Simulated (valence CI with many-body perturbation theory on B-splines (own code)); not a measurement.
# Cr IV: calculated level list

Computed by configuration interaction combined with many-body perturbation theory (CI+MBPT): three valence electrons over a frozen Dirac-Fock core [Ar], radial functions for each j: 9 s, 9 p, 10 d, 8 f, 5 g, 3 h, 1 i, with the one-electron correlation potential Σ1, the two-electron term Σ2, the three-electron term Σ3, Breit, model QED; selected CI, second order for the rest, scaled by the run's own slope (own B-spline code, finite nucleus).

Against 66 measured levels this calculation errs by 1079 cm⁻¹ on average and by 1844 at most. These come from a selection out of Sugar and Corliss, J. Phys. Chem. Ref. Data 6, 317 (1977). Levels without a partner in it may be off by more, other configurations by 1,000 to 8,000 cm⁻¹.

Levels 1 to 45 of 70, with energies above the lowest level, 3d3 4F_3/2. "Leading %" is the weight of the configuration and term that name the level; weights of strongly mixed levels are sums over their largest components and can fall short. In the jj column 3d3/2^4 stands for four electrons in 3d with j = 3/2. Lifetimes count E1, E2, E3, M1 and M2 decay at the calculated energies, and are blank where another channel may lead or the interval is too uncertain; long ones can be off by a factor of two.

```
No.  Configuration  Term     J  E (eV)  Leading %  Lifetime                Leading jj
  1            3d3    4F   3/2   0.000        100                3d3/2^2 3d5/2 (36 %)
  2            3d3    4F   5/2   0.029        100    1790 s      3d3/2^2 3d5/2 (76 %)
  3            3d3    4F   7/2   0.068        100     727 s      3d3/2 3d5/2^2 (78 %)
  4            3d3    4F   9/2   0.116        100     635 s      3d3/2 3d5/2^2 (46 %)
  5            3d3    4P   1/2   1.796         99    15.4 s      3d3/2^2 3d5/2 (59 %)
  6            3d3    4P   3/2   1.810         99    16.3 s      3d3/2^2 3d5/2 (43 %)
  7            3d3    4P   5/2   1.846        100    17.0 s      3d3/2 3d5/2^2 (62 %)
  8            3d3    2G   7/2   1.846        100    13.1 s      3d3/2^2 3d5/2 (50 %)
  9            3d3    2G   9/2   1.889         99    7.56 s      3d3/2^2 3d5/2 (46 %)
 10            3d3    2P   3/2   2.469         70                      3d3/2^3 (39 %)
 11            3d3    2P   1/2   2.475         99    17.9 s      3d3/2 3d5/2^2 (59 %)
 12            3d3    2H   9/2   2.538         99                3d3/2^2 3d5/2 (44 %)
 13            3d3    2H  11/2   2.570        100               3d3/2 3d5/2^2 (100 %)
 14            3d3    2D   3/2   2.623         70                      3d5/2^3 (66 %)
 15            3d3    2D   5/2   2.628         99    4.68 s      3d3/2 3d5/2^2 (51 %)
 16            3d3    2F   7/2   4.283         99    3.38 s      3d3/2 3d5/2^2 (71 %)
 17            3d3    2F   5/2   4.306         99    3.79 s      3d3/2 3d5/2^2 (55 %)
 18            3d3    2D   5/2   6.675         99   93.6 ms      3d3/2^2 3d5/2 (56 %)
 19            3d3    2D   3/2   6.695         99   90.6 ms      3d3/2 3d5/2^2 (87 %)
 20         3d2 4s    4F   3/2  12.704         99    389 μs         3d3/2^2 4s (69 %)
 21         3d2 4s    4F   5/2  12.737         98    387 μs     3d3/2 3d5/2 4s (62 %)
 22         3d2 4s    4F   7/2  12.783         98    385 μs     3d3/2 3d5/2 4s (82 %)
 23         3d2 4s    4F   9/2  12.841         99    382 μs         3d5/2^2 4s (78 %)
 24         3d2 4s    2F   5/2  13.438         98    328 μs     3d3/2 3d5/2 4s (59 %)
 25         3d2 4s    2F   7/2  13.531         98    326 μs         3d5/2^2 4s (61 %)
 26         3d2 4s    2D   5/2  14.569         81               3d3/2 3d5/2 4s (58 %)
 27         3d2 4s    2D   3/2  14.586         91    323 μs     3d3/2 3d5/2 4s (41 %)
 28         3d2 4s    4P   1/2  14.644         99    237 μs         3d3/2^2 4s (42 %)
 29         3d2 4s    4P   3/2  14.671         91    242 μs     3d3/2 3d5/2 4s (80 %)
 30         3d2 4s    4P   5/2  14.720         81                   3d5/2^2 4s (81 %)
 31         3d2 4s    2P   1/2  15.324         98    324 μs     3d3/2 3d5/2 4s (67 %)
 32         3d2 4s    2P   3/2  15.364         98    323 μs     3d3/2 3d5/2 4s (52 %)
 33         3d2 4s    2G   9/2  15.569         99    272 μs     3d3/2 3d5/2 4s (78 %)
 34         3d2 4s    2G   7/2  15.571         99    273 μs     3d3/2 3d5/2 4s (77 %)
 35         3d2 4s    2S   1/2  19.261         98    164 μs         3d5/2^2 4s (61 %)
 36         3d2 4p   4G°   5/2  19.320         93   1.21 ns      3d3/2^2 4p1/2 (63 %)
 37         3d2 4p   4G°   7/2  19.390         95   1.19 ns  3d3/2 3d5/2 4p1/2 (68 %)
 38         3d2 4p   4F°   3/2  19.458         95    351 ps      3d3/2^2 4p1/2 (42 %)
 39         3d2 4p   4G°   9/2  19.475         96   1.17 ns  3d3/2 3d5/2 4p3/2 (57 %)
 40         3d2 4p   4F°   5/2  19.503         96    350 ps  3d3/2 3d5/2 4p1/2 (48 %)
 41         3d2 4p   4F°   7/2  19.560         96    352 ps  3d3/2 3d5/2 4p3/2 (58 %)
 42         3d2 4p   4G°  11/2  19.576         99   1.23 ns      3d5/2^2 4p3/2 (78 %)
 43         3d2 4p   4F°   9/2  19.623         95    353 ps      3d5/2^2 4p3/2 (47 %)
 44         3d2 4p   2F°   5/2  19.678         80    542 ps  3d3/2 3d5/2 4p3/2 (33 %)
 45         3d2 4p   2F°   7/2  19.755         82    473 ps      3d5/2^2 4p1/2 (40 %)
```

Names give the largest LS component (configuration and term), which can be under half, so a name can repeat, a term be missing and a line seem to break the LS rules; names also repeat where a configuration has a term twice.

The ionisation energy to 3d2 3F_2 of the next ion comes out as 48.734 eV (NIST: 49.16 ± 0.05 eV (semi-empirical), further off than twice its uncertainty). All 70 levels together are meant to be complete up to 22.277 eV.
